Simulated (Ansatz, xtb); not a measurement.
Species: I2 (charge +1, doublet). SMILES: I[I+]
Structure (B3LYP-D3(BJ)/def2-TZVP (Ansatz, a quantum-chemistry and plane-wave program) minimum search):
```
I
I 1 2.6068
```
Charge +1, spin multiplicity 2.

Harmonic wavenumbers from GFN2-xTB (xtb, at its own minimum), cm⁻¹: 268.

**Question.** Give the harmonic wavenumbers at B3LYP-D3(BJ)/def2-TZVP (Ansatz, finite differences of forces, unscaled).

**Answer.** 240 cm⁻¹. Zero-point energy 0.3 kcal/mol.

**Question.** From these and the geometry, give the ideal-gas thermochemistry at 298.15 K and 1 atm (rigid rotor, harmonic oscillator).

**Answer.** Point group D∞h, rotational symmetry number 2. Rotational constants 1.172, 1.172 GHz. S(trans) 42.49, S(rot) 17.65, S(vib) 1.81, S(elec, spin only) 1.38, S 63.3 cal/(mol K). H(298) - H(0) 2.39 kcal/mol; G - E(el) -16.2 kcal/mol.
